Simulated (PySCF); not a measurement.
tert-butyl chloride (C4H9Cl), SMILES CC(C)(C)Cl. Heavy atoms are numbered as in [CH3:1][C:2]([CH3:3])([CH3:4])[Cl:5]. Hydrogens are named by the atom that carries them.

Coordinates come from a B3LYP-D3(BJ)/def2-SVP optimisation.

Method: r2SCAN/def2-TZVP (PySCF).

ESP charges are fitted to the potential on shells at 1.4 to 2.0 van der Waals radii. Atomic charges (e), one atom of each kind:

| atom | Mulliken | meta-Löwdin | Löwdin | ESP fit |
|---|---|---|---|---|
| C1 (CH3) | -0.33 | -0.34 | ? | -0.70 |
| C2 | 0.19 | 0.14 | ? | 0.62 |
| Cl5 | -0.23 | -0.19 | ? | -0.24 |
| H on C1 | 0.10 | 0.12 | ? | 0.20 |

Task: Fill in the missing entries. (An estimate is asked for; the answer gives what the named calculation found.)

Result: 
- C1 (CH3), Löwdin: -0.29
- C2, Löwdin: -0.54
- Cl5, Löwdin: 0.26
- H on C1, Löwdin: 0.13

Task: Give the Mayer and Wiberg (Löwdin basis) orders of the bonds. (Estimate from the structure and the level; the computed values follow.)

Result: 
```csv
bond,Mayer,Wiberg
C1–C2,0.97,1.23
C2–C3,0.97,1.23
C2–C4,0.97,1.23
C2–Cl5,0.96,1.39
```
